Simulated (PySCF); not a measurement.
C2H5O, SMILES CO[CH2], multiplicity 2. Geometry: PBE-D3(BJ)/def2-TZVP. The isomer is the one that the SMILES or the coordinates give; other isomers of the formula were not compared.

Level of theory: PySCF with PBE-D3(BJ)/def2-TZVP.

Harmonic wavenumbers (cm⁻¹): 165, 292, 419, 510, 939, 1099, 1125, 1208, 1250, 1403, 1431, 1440, 1450, 2931, 2990, 3046, 3071, 3197. Rotational constants (GHz): 46.51, 10.66, 9.220; symmetry number 1.

Work out the zero-point energy and the ideal-gas rigid-rotor harmonic-oscillator thermochemistry at 298.15 K and 1 atm.

ZPE = ½ Σ hcν = ½ × 27965 cm⁻¹ = 39.98 kcal/mol. H − E(el) = 43.42 kcal/mol. Entropy in cal/(mol K): translation 37.34, rotation 21.78, vibration 5.86, spin 1.38, total 66.36. G − E(el) = 23.63 kcal/mol. Cp = 15.93 cal/(mol K).
